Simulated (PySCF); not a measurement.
## Relaxation of triplet MoOI₂

Level of theory: UPBE0/[Mo def2-SVP with ECP28, O def2-SVP, I def2-SVP with ECP28], scalar-relativistic core potentials, density fitting, no spin–orbit coupling, PySCF. A (50,194) grid was used.

A hand-made trigonal planar start, of C2v symmetry, held to at least that symmetry:

Coordinates in bohr (charge 0 multiplicity 3):
```
Mo   -0.8105   -1.4039    0.0000
O    -2.4924   -4.3169    0.0000
I     4.3106   -1.4039    0.0000
I    -3.3711    3.0311    0.0000
```

(1) What forces act on the atoms at the start (eV/Å)?

(2) What does it relax to?

(3) How much energy is released, and in how many steps?

Results:

(1) 
```json
{"atom": "Mo1", "Fx": "-2.40", "Fy": "-4.19", "Fz": "0.00"}
{"atom": "O2", "Fx": "2.90", "Fy": "5.04", "Fz": "0.00"}
{"atom": "I3", "Fx": "-1.01", "Fy": "0.02", "Fz": "0.00"}
{"atom": "I4", "Fx": "0.51", "Fy": "-0.87", "Fz": "0.00"}
```

(2) It ends at C2v with Mo–I 2.625 Å (×2), Mo–O 1.641 Å; I–Mo–I 122.2°, I–Mo–O 118.9° (×2). The frequency run here used a shortcut that can spoil soft modes, so no verdict on minimum or saddle point is given.

(3) 53.3 kJ/mol in 6 steps.

With open d or f shells other occupations or spin states may lie lower. Spin–orbit coupling, left out here, can matter for elements this heavy.

The relaxation took 38 s on 2 threads of a shared Intel Xeon Platinum 8488C (Sapphire Rapids) host, with 97 basis functions and 7 gradients; the process peaked at 0.64 GiB. Launch command: `OMP_NUM_THREADS=2 python axn.py task.json out`.
